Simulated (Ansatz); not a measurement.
Ansatz (an electronic-structure program) input (CCSD(T)/STO-3G):

Ansatz 0.2 input:
```yaml
crystal:
  periodic: [false, false, false]
  atoms:
    - {symbol: B, position_ang: [-0.01382409, -0.01732877, -0.00217690]}
    - {symbol: F, position_ang: [-0.38360792, 1.25570353, 0.13149235]}
    - {symbol: F, position_ang: [-0.95870390, -0.93381623, -0.12135966]}
    - {symbol: O, position_ang: [1.28086830, -0.39323323, -0.01918118]}
    - {symbol: H, position_ang: [1.90298047, 0.33552400, 0.07313976]}
basis:
  gaussian:
    orbitals: STO-3G
magnetization: {spin_polarized: false}
correlation: {method: ccsd_t, electrons: outside_noble_gas}
```

Output:

```
Functional definition: HF
integrals: 0.00 GiB planned
296 factors; integrals over basis functions are off by at most 6.6e-5 eV
mean field: 0.06 GiB planned
mean field evaluation 1: about -8025.4819 eV, gradient 2.9e1 eV
mean field evaluation 2: about -8025.5634 eV, gradient 2.9e1 eV
mean field evaluation 4: about -8028.3488 eV, gradient 1.2e0 eV
mean field evaluation 8: about -8028.3528 eV, gradient 3.5e-5 eV
mean field evaluation 16: about -8028.3521 eV, gradient 4.0e-1 eV
mean field -8028.35278735 eV, -295.0365231221 hartree, gradient 1.3e-6 eV, S^2 0.000000; 0 other end points of the search recorded, 0 dependent functions left out
4 core orbitals not correlated
reference -8028.35278735 eV, -295.0365231221 hartree; 12, 12 occupied and 5, 5 virtual orbitals, 296 factors
second order -3.09660046 eV of doubles, -0.00000000 eV of singles
coupled cluster: 0.05 GiB planned
cycle   1  -3.31311583 eV  change   -2.2e-1 eV  update   8.3e-2
cycle   2  -3.54935890 eV  change   -2.4e-1 eV  update   2.2e-2
cycle   3  -3.59094679 eV  change   -4.2e-2 eV  update   1.1e-2
cycle   4  -3.59140949 eV  change   -4.6e-4 eV  update   1.8e-3
cycle   5  -3.59090994 eV  change    5.0e-4 eV  update   4.9e-4
cycle   6  -3.59093383 eV  change   -2.4e-5 eV  update   1.5e-4
cycle   7  -3.59091245 eV  change    2.1e-5 eV  update   4.3e-5
cycle   8  -3.59089579 eV  change    1.7e-5 eV  update   1.6e-5
perturbative correction -0.20791900 eV, -0.0076408822 hartree
Total energy: -8032.15160214 eV, -295.1761269908 hartree
```
